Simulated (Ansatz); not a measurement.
`O=C[SiH](F)[SiH3]` + `CC(N)O` → `CC(O)N[SiH3]` + `O=C[SiH2]F`  (cleavage of the Si–Si bond)

Gas-phase electronic energies from Ansatz, PBE0-D4/def2-TZVP geometries. CBS: MP2 limit from def2 TZ/QZ plus the TZ coupled-cluster correction, frozen cores. DFT in def2-TZVPP. Each species was taken in one conformer, which may not be the lowest.

CCSD(T)/CBS gives -0.49 eV.

**Question.** Another level gave -0.34 eV. Which?
A. PBE0-D4/def2-TZVPP
B. PBE-D4/def2-TZVPP
C. r2SCAN-D4/def2-TZVPP
D. CCSD(T)/def2-TZVPP

**Answer.** A. PBE0-D4 -0.34, r2SCAN-D4 -0.40, PBE-D4 -0.26, CCSD(T)/def2-TZVPP -0.50 eV.

Largest T1 diagnostic among the species: 0.015.

From PBE to PBE0 (25 % exact exchange), in def2-TZVPP and without D4, ΔE moves by −0.08 eV. In def2-TZVPP, CCSD(T) changes the Hartree–Fock value by +0.14 eV (the triples alone add +0.02 eV) and MP2 by +0.05 eV.
